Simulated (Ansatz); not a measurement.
This geometry of AlFH5NO (9 atoms, charge 0, multiplicity 1) is a first-order saddle point.

Level of theory: RHF/6-31G* (Ansatz 0.2.0).

```xyz
9
Properties=species:S:1:pos:R:3
Al -0.001 0.246 0.148
N -0.032 0.089 2.063
H -0.778 -0.422 2.499
H 0.809 -0.082 2.582
H 1.358 0.013 -0.612
F -1.412 -0.295 -0.521
O -0.300 2.018 0.737
H -1.090 2.509 0.545
H -0.293 1.400 1.716
```

(1) Which two structures does it join? (They come from a converged band through this point; their orientation in space is the band's.)

(2) How far does it lie above each of them?

## Answers

(1) Bonds broken: O7–H9. Bonds formed: N2–H9.

Initial state:

```xyz
9
Properties=species:S:1:pos:R:3
Al 0.028 0.161 0.373
N 0.068 -0.237 2.134
H -0.714 -0.643 2.608
H 0.907 -0.546 2.581
H 1.350 0.071 -0.491
F -1.429 -0.089 -0.393
O -0.347 2.133 0.602
H -1.176 2.370 0.195
H -0.425 2.257 1.545
```

Final state:

```xyz
9
Properties=species:S:1:pos:R:3
Al -0.169 0.500 0.150
N -0.017 0.155 2.162
H -0.711 -0.512 2.451
H 0.882 -0.171 2.467
H 1.232 0.090 -0.481
F -1.423 -0.538 -0.189
O -0.574 2.163 0.347
H -0.747 2.757 -0.365
H -0.212 1.033 2.613
```

(2) 0.47 eV above the first and 1.50 eV above the second. This is the barrier of this one path; another mechanism may lie lower. The orbitals stay closed-shell, which can raise the energy where a bond breaks towards radicals; this wasn't checked here.

The run took 110 s on 1 thread of Arm Neoverse V2, with other jobs on the host, peak memory 0.15 GiB.
